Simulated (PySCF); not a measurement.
**Exercise with solution: refractive index and permittivity of the vapour**

C4H9FSi, SMILES CC[SiH2]/C=C\F.

Geometry optimised at PBE0-D3(BJ)/def2-SVP. The structure was generated by enumeration; whether it is a known compound was not checked. Other conformers were not sampled.

PBE/def2-TZVP in PySCF gives a mean static polarisability of 78.6 bohr³ and a dipole moment of 1.80 D. Take an ideal gas at 298.15 K and 1 bar, whether or not the substance is that volatile.

Problem. Work out n − 1 in the optical limit and the static ε − 1.

Solution. 
Polarisability volume α' = 78.6 × 0.148185 = 11.65 Å³. Number density N = p/kT = 2.43e-5 Å⁻³.
Dilute limit of Lorentz–Lorenz: n − 1 = 2π N α' = 0.0018.
Orientation term of Debye: μ²/(3kT) = 8.098 Å³ × μ²(D²) = 26.24 Å³.
ε − 1 = 4π N (α' + μ²/3kT) = 0.012. Orientation of the dipole supplies 69 % of the static response; it can't follow optical fields. Vibrational polarisation and dispersion are left out.
